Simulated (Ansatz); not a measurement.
Computed with Ansatz on PBE0-D4/def2-TZVP structures; ΔE is electronic, products minus reactants. CCSD(T)/CBS adds triple-zeta CCSD(T) − MP2 to the extrapolated MP2 energy (def2 sets, frozen cores). Functionals use def2-TZVPP. B3LYP here is the variant with VWN-RPA as its local correlation; programs differ in this. One conformer a species, not always the lowest.

`C[Si](O)([SiH3])S` → `O[SiH2]C[SiH2]S`  (isomerisation)

```tsv
level	ΔE (kcal/mol)	difference from CCSD(T)/CBS
PBE-D4	5.9	4.1
r2SCAN-D4	3.7	1.9
PBE0-D4	4.6	2.8
B3LYP-D4	3.6	1.8
ωB97X-V	2.7	0.9
ωB97M-V	1.4	-0.4
B2PLYP	1.8	0.0
PBE	5.3	3.5
r2SCAN	3.5	1.7
PBE0	4.0	2.2
B3LYP	2.6	0.8
HF/def2-TZVPP	-0.6	-2.4
MP2/def2-TZVPP	0.6	-1.2
SCS-MP2/def2-TZVPP	0.1	-1.7
CCSD/def2-TZVPP	1.3	-0.5
CCSD(T)/def2-TZVPP	1.8	0.0
HF/def2-QZVPP	-0.9	-2.7
MP2/def2-QZVPP	0.5	-1.3
SCS-MP2/def2-QZVPP	0.1	-1.7
HF/CBS(def2)	-1.0	-2.8
MP2/CBS(def2)	0.6	-1.2
CCSD/CBS(def2)	1.4	-0.4
CCSD(T)/CBS	1.8	0
```

Largest T1 diagnostic among the species: 0.012.

From PBE to PBE0 (25 % exact exchange), in def2-TZVPP and without D4, ΔE moves by −1.3 kcal/mol. The D4 term adds +1.1 kcal/mol with B3LYP and +0.6 kcal/mol with PBE0; it sums over pairs of atoms, weighted by their polarisabilities, and B3LYP, whose exchange is more repulsive, gets the larger term. In def2-TZVPP, CCSD(T) changes the Hartree–Fock value by +2.4 kcal/mol (the triples alone add +0.5 kcal/mol) and MP2 by +1.2 kcal/mol.
